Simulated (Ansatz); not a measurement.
# Relaxing a trial structure of Ge2H4Si

The starting geometry of this gas-phase singlet was optimised with GFN2-xTB.

```xyz
7

Ge   -0.8929    2.5471   -0.3948
Ge    1.3574    2.2923    0.7505
Si   -0.6891    0.2959   -0.0241
H    -0.3411   -0.6227   -1.1238
H    -0.8198   -0.6947    1.0711
H    -1.5078    2.7765    1.0731
H     2.0612    1.2224   -0.3104
```

Where would you expect an optimisation with B3LYP-D3(BJ)/def2-SVP to take it?

It rearranges, giving a structure given below by its coordinates. Contacts that open: Ge2–H7 (1.66 → 4.01 Å). Contacts that close: Si3–H7 (2.92 → 1.49 Å).

The energy falls by 0.62 eV over 49 steps:

```csv
step,E − E(last) (eV)
1,0.620
6,0.294
12,0.162
17,0.087
22,0.079
28,0.030
33,0.026
38,0.018
44,0.002
49,0.000
```

Final geometry (Å):

```xyz
7

Ge   -0.3540    2.4072    0.4123
Ge    1.5269    3.7124    0.6494
Si   -0.1003    0.0805   -0.0603
H    -0.7390   -0.2808   -1.3605
H    -0.7014   -0.7597    1.0175
H    -1.8250    2.8687    0.5254
H     1.3608   -0.2115   -0.1422
```

Frequencies at the end are all real (lowest 35 cm⁻¹). Run with Ansatz 0.2.0, 87 s on 2 threads of Intel(R) Xeon(R) 6975P-C (Granite Rapids), with other jobs on the host.
